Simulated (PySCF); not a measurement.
# One molecule, several mistakes: C2H7Si

These are calculations, not measurements. The program is PySCF 2.14.0, an open-source quantum chemistry code, run on an isolated molecule that a program drew, which may never have been made. The molecule is C2H7Si (charge 0, doublet), drawn as the SMILES string `C[SiH]C`.

Each row is a Hartree-Fock (HF) and frozen-core CCSD(T) single point in the cc-pV(D+d)Z basis, meant for a local HF minimum. Run 1 is clean. Each other run has one planted mistake out of seven kinds, and not every kind appears here: one electron removed, one electron added, multiplicity raised by two, geometry at a saddle point, minimal basis STO-3G, one bond length entered in bohr, all coordinates scaled. The reference is restricted for singlets and unrestricted otherwise, and also for a bond in bohr. Adding or removing an electron swaps singlet and doublet. Electrons count all cores. HOMO and LUMO are orbital energies over both spins, the gradient is its largest component, and the lowest frequency (negative if imaginary) is given only where the gradient is small. Bond lengths are over the 9 bonds as drawn. T1 is the CCSD diagnostic: over 0.02 (restricted) or 0.045 (unrestricted) a single reference is doubtful.

Geometry of the clean run:
```xyz
10
C2H7Si, angstrom
C    -0.6181   -1.5220    1.3750
Si    0.9170   -1.0203    0.3960
C     1.9421    0.2712    1.3167
H    -1.2062   -2.2634    0.8284
H    -1.2586   -0.6533    1.5614
H    -0.3442   -1.9532    2.3416
H     0.5171   -0.4930   -0.9379
H     2.8228    0.5582    0.7368
H     1.3503    1.1741    1.5017
H     2.2828   -0.1128    2.2820
```

```
run,electrons,basis functions,<S^2>,HOMO (eV),LUMO (eV),gradient (hartree/bohr),lowest frequency (cm^-1),mean bond (Å),longest bond (Å),T1,HF (hartree),CCSD(T) (hartree),mistake
1,33,86,0.753,-8.35,2.15,2.6e-05,156,1.3143,1.889,0.0097,-368.72540,-369.16795,no fault
2,32,86,0.000,-17.91,-6.37,7.7e-02,-,1.3143,1.889,0.0113,-368.45441,-368.88998,one electron removed
3,33,26,0.752,-6.13,6.62,2.9e-02,-,1.3143,1.889,0.0035,-364.46337,-364.64902,minimal basis STO-3G
4,33,86,1.287,-8.59,1.49,3.3e-02,-,1.5010,3.569,0.0486,-368.62505,-369.04900,?
5,34,86,0.000,0.27,9.40,7.1e-02,-,1.3143,1.889,0.0094,-368.67853,-369.15342,?
```

**Which mistake was planted in run 4, and what did it cost?**

The mean bond changes by a factor of 1.142 and the longest by 1.889, so the molecule wasn't scaled as a whole. A length L in bohr read as angstrom grows by (1/0.5292 - 1) L = 0.890 L. The 9 bonds together grew by 9 x 0.1867 = 1.680 Å, which gives L = 1.889 Å. That is the length of one of the C-Si bonds, 1.889 Å in the clean geometry. So the mistake is: one bond length entered in bohr. Subtracting run 1 and multiplying by 627.51 kcal/mol a hartree, the energy moved by 63.0 kcal/mol in HF and 74.6 kcal/mol in CCSD(T).

**Which mistake was planted in run 5, and what did it cost?**

It counts 34 electrons, one more than the clean run, at the same geometry and basis. So the mistake is: one electron added. Subtracting run 1 and multiplying by 627.51 kcal/mol a hartree, the energy moved by 29.4 kcal/mol in HF and 9.1 kcal/mol in CCSD(T).

Cautions from the logs. Run 4: T1 is over the limit, so its CCSD(T) energy is less reliable; run 5: the HOMO is above zero, so the electron isn't bound and the energy depends on the basis.
